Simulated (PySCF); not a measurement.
C₄H₁₁BO₂S.
Z-matrix (Å and degrees, PBE0-D3(BJ)/def2-SVP geometry), rows numbered from 1:
```
C 
C   1  1.5155
S   2  1.8174  1  114.38
C   3  1.8249  2  102.11  1   -62.76
C   4  1.5229  3  116.06  2   -56.63
B   5  1.5899  4  117.74  3   -54.80
O   6  1.3574  5  124.04  4    28.18
O   6  1.3628  5  117.29  4  -153.44
H   1  1.1006  2  111.65  3    65.23
H   1  1.1002  2  111.01  3   -55.23
H   1  1.1014  2  110.44  3  -175.43
H   2  1.1012  1  110.99  3   116.69
H   2  1.1015  1  111.71  3  -124.51
H   4  1.1016  3  108.23  2    70.03
H   4  1.1021  3  102.74  2  -177.86
H   5  1.1031  4  108.70  3  -178.18
H   5  1.1062  4  110.02  3    68.20
H   7  0.9767  6  111.16  5    -0.49
H   8  0.9642  6  110.54  5  -177.06
```

Computed with PySCF at CAM-B3LYP/def2-SVPD, non-relativistic, on one gas-phase PBE0-D3(BJ)/def2-SVP geometry that isn't relaxed in the solvent. The solvent is an IEF-PCM continuum (van der Waals radii × 1.2), and excitations are vertical TDDFT with non-equilibrium linear response and a frozen core. The model holds no explicit solvent molecules, cavitation or dispersion.

Gas-phase singlets (H = HOMO, L = LUMO):

```csv
state,E (eV),λ (nm),f,leading configuration
S1,5.861,212,0.000,H→L+1 75%
S2,6.371,195,0.056,H→L 64%
S3,6.702,185,0.009,H→L+3 75%
S4,7.101,175,0.019,H→L+2 63%
S5,7.519,165,0.005,H→L+6 28%
```

Question: How does the list change in tetrahydrofuran (ε = 7.426)?

Answer: 
| state | E (eV) | λ (nm) | f | leading configuration | change by rank (eV) |
| --- | --- | --- | --- | --- | --- |
| S1 | 5.893 | 210 | 0.000 | H→L+1 77% | +0.032 |
| S2 | 6.319 | 196 | 0.079 | H→L 52% | -0.052 |
| S3 | 6.730 | 184 | 0.014 | H→L+3 38% | +0.028 |
| S4 | 7.069 | 175 | 0.032 | H→L+3 46% | -0.032 |
| S5 | 7.569 | 164 | 0.018 | H→L+6 48% | +0.050 |

Question: How does the list change in dichloromethane (ε = 8.93)?

Answer: 
```json
{"state": "S1", "E (eV)": "5.894", "λ (nm)": "210", "f": "0.000", "leading configuration": "H→L+1 76%", "change by rank (eV)": "+0.033"}
{"state": "S2", "E (eV)": "6.316", "λ (nm)": "196", "f": "0.080", "leading configuration": "H→L 51%", "change by rank (eV)": "-0.055"}
{"state": "S3", "E (eV)": "6.732", "λ (nm)": "184", "f": "0.014", "leading configuration": "H→L+3 37%", "change by rank (eV)": "+0.030"}
{"state": "S4", "E (eV)": "7.067", "λ (nm)": "175", "f": "0.033", "leading configuration": "H→L+3 47%", "change by rank (eV)": "-0.034"}
{"state": "S5", "E (eV)": "7.570", "λ (nm)": "164", "f": "0.018", "leading configuration": "H→L+6 47%", "change by rank (eV)": "+0.051"}
```

Question: The ground-state energy changes by -0.267 eV from gas to dichloromethane. By how much does the total energy of gas-phase S2 change?

Answer: E(S2) = E(S0) + excitation energy, so it changes by -0.267 − 0.055 = -0.322 eV: it is lowered more than the ground state, which is what a red shift means. This is the vertical state, with the slow part of the continuum still set for S0.

Question: How do the frontier levels move from gas to dichloromethane?

Answer: 
```
orbital  gas (eV)  solvent (eV)  change (eV)                  Löwdin shares, gas              Löwdin shares, solvent
 LUMO+2      1.32          1.44        +0.12  S3 21 %, C1 14 %, O8 10 %, H10 7 %             S3 62 %, O7 6 %, O8 5 %
 LUMO+1      1.24          1.43        +0.19   S3 59 %, H12 6 %, C2 5 %, H15 5 %    S3 62 %, H15 5 %, C2 5 %, C4 5 %
   LUMO      0.75          0.81        +0.06     B6 41 %, O8 9 %, O7 6 %, S3 5 %    B6 47 %, O8 12 %, O7 8 %, S3 6 %
   HOMO     -8.16         -8.04        +0.12     S3 63 %, C4 8 %, C2 8 %, O7 5 %     S3 63 %, C4 8 %, C2 8 %, O7 4 %
 HOMO-1     -9.96         -9.82        +0.14   S3 36 %, C5 14 %, C4 10 %, C2 8 %   S3 38 %, C5 13 %, C4 10 %, C2 9 %
 HOMO-2    -10.58        -10.58         0.00            O8 43 %, O7 41 %, B6 8 %  C5 22 %, S3 17 %, B6 13 %, O7 11 %
 HOMO-3    -10.71        -10.67        +0.04  C5 21 %, S3 19 %, O7 13 %, B6 12 %  C4 17 %, S3 13 %, C2 12 %, C5 11 %
```

The HOMO–LUMO gap goes from 8.91 to 8.85 eV. Rows go by rank; for HOMO-3, HOMO-2, LUMO+1 and LUMO+2 the atom shares or the degeneracy differ between the runs, so the row needn't follow one orbital. Shares within a degenerate set are those of one arbitrary member.
